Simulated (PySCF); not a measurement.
C2H8FNOSi, SMILES C[Si@@](N)(O)CF.

Geometry optimised at r2SCAN-D4/def2-SVP. The structure was generated by enumeration; whether it is a known compound was not checked. The values are those of a single conformer.

Calculation: TDDFT-PBE0/def2-SVPD (PySCF 2.14.0).

Vertical excitations. The molecule is in vacuum.

List the lowest excited states. (Estimate from the structure and the level; the computed values follow.)


| state | energy (eV) | λ (nm) | f | main pairs |
|---|---|---|---|---|
| S1 | 6.52 | 190 | 0.058 | HOMO→LUMO 94 % |
| S2 | 7.18 | 173 | 0.023 | HOMO→LUMO+1 87 % |
| S3 | 7.43 | 167 | 0.043 | HOMO−1→LUMO 85 % |
| S4 | 7.73 | 160 | 0.001 | HOMO→LUMO+2 60 %, HOMO−1→LUMO+1 17 % |
| S5 | 7.90 | 157 | 0.002 | HOMO→LUMO+3 39 %, HOMO→LUMO+2 25 %, HOMO−1→LUMO+1 23 %, HOMO−2→LUMO 6 % |
| S6 | 8.07 | 154 | 0.008 | HOMO→LUMO+3 43 %, HOMO−1→LUMO+1 36 %, HOMO−2→LUMO 8 % |
| S7 | 8.15 | 152 | 0.030 | HOMO−2→LUMO 55 %, HOMO→LUMO+4 16 %, HOMO−1→LUMO+1 10 % |
| S8 | 8.38 | 148 | 0.022 | HOMO→LUMO+4 55 %, HOMO−2→LUMO 14 %, HOMO→LUMO+6 12 % |
| S9 | 8.55 | 145 | 0.033 | HOMO→LUMO+6 32 %, HOMO→LUMO+5 17 %, HOMO−2→LUMO+1 11 %, HOMO−1→LUMO+2 9 % |
| S10 | 8.69 | 143 | 0.018 | HOMO−1→LUMO+2 67 %, HOMO−2→LUMO+1 16 % |
| T1 | 6.23 | 199 | 0 | HOMO→LUMO 86 % |
| T2 | 6.72 | 185 | 0 | HOMO→LUMO+1 83 % |
| T3 | 7.20 | 172 | 0 | HOMO−1→LUMO 72 % |
| T4 | 7.42 | 167 | 0 | HOMO−1→LUMO+1 45 %, HOMO→LUMO+2 24 %, HOMO−1→LUMO 7 % |
Triplets are in the Tamm–Dancoff approximation, which puts them higher than full response would, so one can lie above its singlet here.
